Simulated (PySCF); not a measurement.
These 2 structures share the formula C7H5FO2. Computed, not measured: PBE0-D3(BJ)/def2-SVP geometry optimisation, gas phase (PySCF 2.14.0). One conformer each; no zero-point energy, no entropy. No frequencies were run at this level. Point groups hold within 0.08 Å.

**Question.** Rank from lowest to highest electronic energy at this level (kJ/mol).
A. `[CH2:1]=[CH:2][c:3]1[cH:4][c:5]([F:6])[o:7][c:8](=[O:9])[cH:10]1` with C1–C2–C3–C4 1°
B. `[O:1]=[C:2]([OH:3])[c:4]1[cH:5][cH:6][c:7]([F:8])[cH:9][cH:10]1` with O1–C2–O3–H 0°, O1–C2–C4–C5 1°

**Answer.** B (0.0), A (154.3).

As drawn, the lower has an O–H bond, which the higher lacks.

| SMILES | E (Eh) | E rel (kJ/mol) | dipole (D) | point group | A, B, C (MHz) |
| --- | --- | --- | --- | --- | --- |
| O=C(O)c1ccc(F)cc1 | -519.13325 | 0.0 | 1.42 | – | 3881, 776.8, 647.3 |
| C=Cc1cc(F)oc(=O)c1 | -519.07447 | 154.3 | 4.85 | – | 1968, 1108, 708.7 |
